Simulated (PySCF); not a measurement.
## Germanium: a sound run and one with changed settings

Sound run: Ge [Ar] 3d10 4s2 4p2, Ge⁺ [Ar] 3d10 4s2 4p1. Computed with PySCF 2.14 in 6-31G*, with the non-relativistic Hamiltonian (point nucleus). In the sound run the correlated levels freeze [Ar] 3d10. The sound run starts from symmetry-adapted Hartree-Fock orbitals and uses a fine grid where one is needed.

A second run was set up differently.

```tsv
species	method	sound run (hartree)	changed run (hartree)	converged
Ge	MP2	-2075.07467	-2075.27192	yes
Ge⁺	MP2	-2074.79288	-2074.98834	yes
```

Ionisation energy of Ge:

| method | sound run (eV) | changed run (eV) |
| --- | --- | --- |
| UHF | 7.445 | 7.445 |
| MP2 | 7.668 | 7.717 |
| SCS-MP2 | 7.609 | 7.639 |

(1) What was changed?
A. minimal basis
B. all electrons correlated in a valence basis
C. basis contracted for another Hamiltonian
D. too few SCF iterations

Answers

(1) B. A valence basis has no tight correlating functions, so it recovers only part of the core correlation, and not evenly between atom and ion.
